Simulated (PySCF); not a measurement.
# Gas-phase thermal properties of Ge₂O₂

Computed with PySCF (xtb for GFN2) and rigid-rotor harmonic-oscillator thermochemistry at 1 bar. 6-31G* has spherical d functions here. All species are closed-shell singlets. B3LYP is the form with VWN-RPA correlation. Ge: all electrons, no relativistic terms. Ge₂O₂: computed as isolated molecules; such fragments, hydroxides, amides, oligomers or adducts are transient or little studied in the gas. The harmonic model lacks anharmonicity and excited electronic states, which grow with temperature; levels with a mode under 35 cm⁻¹ are left out.

```
level           point group  σ  ZPE (kJ/mol)  S°298 (J/mol/K)  Cp298 (J/mol/K)  S°1000 (J/mol/K)  H1000 − H298 (kJ/mol)
--------------  -----------  -  ------------  ---------------  ---------------  ----------------  ---------------------
B3LYP/6-31G*            D2h  4          16.9            300.1             65.7             391.4                   53.9
GFN2-xTB                D2h  4          13.2            307.5             71.1             402.0                   55.5
HF/6-31G*               D2h  4          19.6            292.9             62.2             381.9                   52.8
PBE/def2-SVP            D2h  4          16.3            302.7             66.5             394.4                   54.1
PBE0/def2-TZVP          D2h  4          17.9            297.6             64.4             388.0                   53.5
```
σ: rotational symmetry number. Electronic degeneracy used: 1. Frequencies are unscaled.
